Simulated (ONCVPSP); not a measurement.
## Configuration tests for oxygen (O) (ONCV)

O (Z = 8), optimised norm-conserving Vanderbilt (ONCV), made with ONCVPSP 4.0.1 (PBE, scalar-relativistic). Core [He], reference 2s2 2p3 (charge +1). Waves: 2s: rc 0.85 bohr, ncon 3, nbas 5, qcut 7.5 1/bohr, local; 2p: rc 2.00 bohr, ncon 3, nbas 6, qcut 7 1/bohr, 2 projectors, debl 1.5 Ha. Local part: the s channel. Core correction: polynomial model core, fcfact 0.65.

Energies are relative to the spin-unpolarised reference configuration 2s2 2p3; without spin polarisation the order of configurations can differ from experiment.

```json
{"valence configuration": "2s2 2p2", "charge": "+2", "ΔE all-electron (eV)": "33.586", "error AE − PS (meV)": "+346"}
{"valence configuration": "2s2 2p1", "charge": "+3", "ΔE all-electron (eV)": "87.455", "error AE − PS (meV)": "+1956"}
{"valence configuration": "2s0 2p6", "charge": "0", "ΔE all-electron (eV)": "13.506", "error AE − PS (meV)": "+484"}
```

Q: What are ΔE and the potential's error for 2s2 2p4?

A: ΔE = -16.431 eV all-electron; the error (AE − PS) is +127 meV.

Levels in the configuration 2s0 2p6:

```csv
level,all-electron (eV),pseudo (eV)
2p,-9.845,-10.210
```
